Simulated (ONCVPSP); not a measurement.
**Transferability test, ONCV potential for Pb (Z = 82)**

- Element: lead
- Generator: ONCVPSP 4.0.1
- Type: optimised norm-conserving Vanderbilt (ONCV)
- Functional: PBE
- Relativity: scalar-relativistic
- Frozen core: [Xe] 4f14 5d10
- Valence charge: 4
- Reference configuration: 6s2 6p2
- Partial waves: 6s: rc 1.55 bohr, ncon 3, nbas 6, qcut 3.6 1/bohr, 2 projectors, debl 0.5 Ha; 6p: rc 2.25 bohr, ncon 4, nbas 8, qcut 3.6 1/bohr, 2 projectors, debl 3.7 Ha; d scattering state at 0.11 Ha: rc 1.55 bohr, ncon 4, nbas 7, qcut 7.3 1/bohr, local
- Local potential: the d channel
- Core correction: Teter function, fcfact 2.25, rcfact 1.6

Energies are relative to the spin-unpolarised reference configuration 6s2 6p2; without spin polarisation the order of configurations can differ from experiment.

Q: Give the all-electron excitation energy and the error of the potential for: 6s2 6p1; 6s2 6p0; 6s1 6p0; 6s2 6p1.5.

A:

| valence configuration | charge | ΔE all-electron (eV) | error AE − PS (meV) |
| --- | --- | --- | --- |
| 6s2 6p1 | +1 | 6.576 | -51 |
| 6s2 6p0 | +2 | 20.021 | -248 |
| 6s1 6p0 | +3 | 52.431 | -759 |
| 6s2 6p1.5 | +0.5 | 2.492 | -11 |

Levels in the configuration 6s2 6p0:

| level | all-electron (eV) | pseudo (eV) |
| --- | --- | --- |
| 6s | -27.443 | -27.779 |

Note: ghosts flagged at negative energy: s at -321.4 eV, s at -92.3 eV; GHOST(+) flagged for p at 73.0 eV, s at 467.3 eV. A true bound ghost makes a file unfit for plane-wave use.
